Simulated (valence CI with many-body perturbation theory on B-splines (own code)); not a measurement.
**Energy levels of Ag15+**

Calculated by configuration interaction combined with many-body perturbation theory (CI+MBPT): four valence electrons over a frozen Dirac-Fock core [Ar] 3d10, a basis of 11 s, 11 p, 10 d, 8 f, 5 g, 2 h functions for each j, with the one-electron correlation potential Σ1, the two-electron term Σ2, the three-electron term Σ3, Breit, model QED; selected CI, second order for the rest, scaled by the run's own slope (own B-spline code, finite nucleus).

No measured levels were compared; by estimate levels hold to about 250 cm⁻¹ or 0.2 % of their energy and the worst to 1 %, as in measured heavy ions of charge 2 to 7; those with d or f electrons hold less well. Among the levels kept, up to 490 cm⁻¹ of a level comes from second order outside the variational space, and about a tenth of that is noise between levels of different J, which matters for small intervals.

Levels 136 to 180 of 184, with energies above the lowest level, 4s2 4p2 3P_0. "Leading %" is the weight of the configuration and term that name the level; weights of strongly mixed levels are sums over their largest components and can fall short. In the jj column 3d3/2^4 stands for four electrons in 3d with j = 3/2.

```
No.  Configuration  Term  J  E (cm⁻¹)  Leading %    Second component                   Leading jj
136         4p3 4d   3P°  2   1331200         26     18 % 4p3 4d 3F°   4p1/2 4p3/2^2 4d5/2 (56 %)
137         4p3 4d   3P°  1   1335400         41     25 % 4p3 4d 1P°   4p1/2 4p3/2^2 4d5/2 (46 %)
138         4p3 4d   3D°  2   1336100         49     23 % 4p3 4d 3P°   4p1/2 4p3/2^2 4d5/2 (50 %)
139         4p3 4d   3S°  1   1341100         49     20 % 4p3 4d 3P°   4p1/2 4p3/2^2 4d3/2 (42 %)
140      4s 4p 4d2   5G°  2   1343000         62  19 % 4s 4p2 4f 5G°      4s 4p1/2 4d3/2^2 (45 %)
141         4p3 4d   3D°  3   1344000         34     22 % 4p3 4d 1F°   4p1/2 4p3/2^2 4d5/2 (66 %)
142         4p3 4d   3D°  3   1350200         37     25 % 4p3 4d 1F°   4p1/2 4p3/2^2 4d3/2 (28 %)
143      4s 4p 4d2   5G°  3   1351300         62  20 % 4s 4p2 4f 5G°  4s 4p1/2 4d3/2 4d5/2 (35 %)
144         4p3 4d   3F°  4   1357400         57      9 % 4p3 4d 1G°         4p3/2^3 4d5/2 (75 %)
145      4s 4p 4d2   5G°  4   1363800         67  22 % 4s 4p2 4f 5G°  4s 4p1/2 4d3/2 4d5/2 (41 %)
146         4p3 4d   3P°  2   1365500         27     21 % 4p3 4d 1D°   4p1/2 4p3/2^2 4d5/2 (30 %)
147         4p3 4d   3P°  2   1370400         35     19 % 4p3 4d 1D°         4p3/2^3 4d5/2 (46 %)
148         4p3 4d   3P°  1   1372500         45      9 % 4p3 4d 1P°   4p1/2 4p3/2^2 4d3/2 (32 %)
149      4s2 4p 5p    3D  1   1375100         66   28 % 4s2 4p 5p 1P      4s^2 4p1/2 5p1/2 (96 %)
150         4p3 4d   3P°  0   1377200         80  10 % 4s 4p 4d2 3P°         4p3/2^3 4d3/2 (71 %)
151      4s 4p 4d2   5G°  5   1380800         68  23 % 4s 4p2 4f 5G°  4s 4p3/2 4d3/2 4d5/2 (31 %)
152      4s 4p2 4f   5D°  4   1385500         34  18 % 4s 4p 4d2 5D°      4s 4p1/2^2 4f7/2 (42 %)
153         4p3 4d   3D°  1   1386300         45  13 % 4s 4p2 4f 3D°         4p3/2^3 4d3/2 (39 %)
154      4s 4p2 4f   5D°  3   1386400         16  13 % 4s 4p 4d2 5D°  4s 4p1/2 4d3/2 4d5/2 (38 %)
155      4s 4p 4d2   5D°  2   1390300         21  12 % 4s 4p2 4f 5G°  4s 4p1/2 4d3/2 4d5/2 (47 %)
156         4p3 4d   1F°  3   1392500         37     27 % 4p3 4d 3D°         4p3/2^3 4d5/2 (62 %)
157      4s2 4p 5p    3P  0   1393300         81   16 % 4s2 4p 5p 1S      4s^2 4p1/2 5p1/2 (93 %)
158      4s 4p 4d2   5D°  1   1396900         67  11 % 4s 4p 4d2 3D°  4s 4p1/2 4d3/2 4d5/2 (61 %)
159      4s 4p2 4f   3G°  3   1397900         20  14 % 4s 4p2 4f 5G°      4s 4p1/2^2 4f7/2 (27 %)
160      4s 4p 4d2   5D°  0   1398200         94                          4s 4p1/2 4d3/2^2 (39 %)
161      4s 4p2 4f   5G°  2   1400200         19  15 % 4s 4p 4d2 5D°         4p3/2^3 4d3/2 (19 %)
162      4s 4p2 4f   5G°  2   1401200         22     10 % 4p3 4d 1D°         4p3/2^3 4d3/2 (24 %)
163      4s 4p 4d2   5G°  6   1402200         59  33 % 4s 4p2 4f 5G°      4s 4p3/2 4d5/2^2 (38 %)
164      4s2 4p 5p    3P  1   1404700         45   20 % 4s2 4p 5p 3S      4s^2 4p1/2 5p3/2 (94 %)
165      4s 4p 4d2   3H°  4   1405500         21  15 % 4s 4p 4d2 3G°  4s 4p1/2 4d3/2 4d5/2 (29 %)
166         4p3 4d   1F°  3   1405800         42   7 % 4s 4p2 4f 1F°         4p3/2^3 4d3/2 (34 %)
167      4s2 4p 5p    3D  2   1406800         67   16 % 4s2 4p 5p 1D      4s^2 4p1/2 5p3/2 (92 %)
168      4s 4p 4d2   5F°  1   1411400         45  16 % 4s 4p 4d2 5D°      4s 4p1/2 4d3/2^2 (30 %)
169      4s 4p 4d2   3H°  4   1413900         30  18 % 4s 4p2 4f 5G°  4s 4p1/2 4d3/2 4d5/2 (30 %)
170      4s 4p2 4f   5G°  3   1414400         23  19 % 4s 4p2 4f 3G°  4s 4p1/2 4p3/2 4f5/2 (29 %)
171      4s 4p 4d2   3H°  5   1414400         26  21 % 4s 4p 4d2 3G°  4s 4p1/2 4d3/2 4d5/2 (42 %)
172      4s 4p 4d2   3F°  2   1415300         34  18 % 4s 4p 4d2 5D°      4s 4p1/2 4d5/2^2 (28 %)
173      4s 4p 4d2   5F°  2   1416900         23  15 % 4s 4p 4d2 5D°  4s 4p1/2 4d3/2 4d5/2 (27 %)
174      4s 4p 4d2   5P°  1   1418000         64  12 % 4s 4p 4d2 5D°  4s 4p1/2 4d3/2 4d5/2 (39 %)
175      4s 4p2 4f   5D°  3   1419800         21  10 % 4s 4p 4d2 3F°  4s 4p1/2 4p3/2 4f7/2 (33 %)
176      4s 4p2 4f   5G°  5   1423800         29  23 % 4s 4p2 4f 5F°  4s 4p1/2 4p3/2 4f7/2 (54 %)
177      4s 4p2 4f   5G°  4   1427900         26  11 % 4s 4p 4d2 5F°  4s 4p1/2 4p3/2 4f5/2 (39 %)
178      4s 4p 4d2   5D°  3   1428500         36  13 % 4s 4p 4d2 5P°      4s 4p1/2 4d5/2^2 (31 %)
179      4s 4p2 4f   5F°  1   1428900         23  23 % 4s 4p 4d2 3D°  4s 4p1/2 4p3/2 4f5/2 (28 %)
180      4s 4p 4d2   5F°  2   1431800         47  21 % 4s 4p2 4f 5D°  4s 4p1/2 4d3/2 4d5/2 (27 %)
```

Names give the largest LS component (configuration and term), which can be under half, so a name can repeat, a term be missing and a line seem to break the LS rules; names also repeat where a configuration has a term twice.

Where two levels of one J and parity lie close, their mixing, g and order are uncertain.
